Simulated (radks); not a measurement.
Q: Valence configurations of Dy III (all share [Xe]). All-electron calculation, scalar-relativistic Kohn-Sham, SCAN, spin-polarised, spherical densities, finite nucleus; open shells are filled with parallel spins first (spin-orbit coupling, left out, can overturn this in heavy ions); meta-GGA in the generalised Kohn-Sham scheme; Fermi nuclear charge, rms radius 5.2218 fm. Program: a radial shooting solver on a logarithmic mesh with Libxc functionals. Order these by energy: 4f9 6p1; 4f7.5 6p2.5; 4f7 6s1 6p2; 4f8.5 6s1 6p0.5; 4f9.5 6p0.5; 4f8 6p2; 4f10; 4f8 6s1 6p1; 4f9 5d1.

A: From the lowest, in eV above it: 4f10 0.000; 4f9 5d1 2.604; 4f9.5 6p0.5 3.052; 4f9 6p1 7.636; 4f8.5 6s1 6p0.5 8.708; 4f8 6s1 6p1 16.856; 4f8 6p2 22.564; 4f7.5 6p2.5 33.214; 4f7 6s1 6p2 39.813. NIST lists [Xe] 4f10 as the ground configuration; this level of theory agrees among the configurations tried. The energies are those of spherical high-spin densities, not of single terms. No valid solution was reached for [Xe] 4f9 6s1.
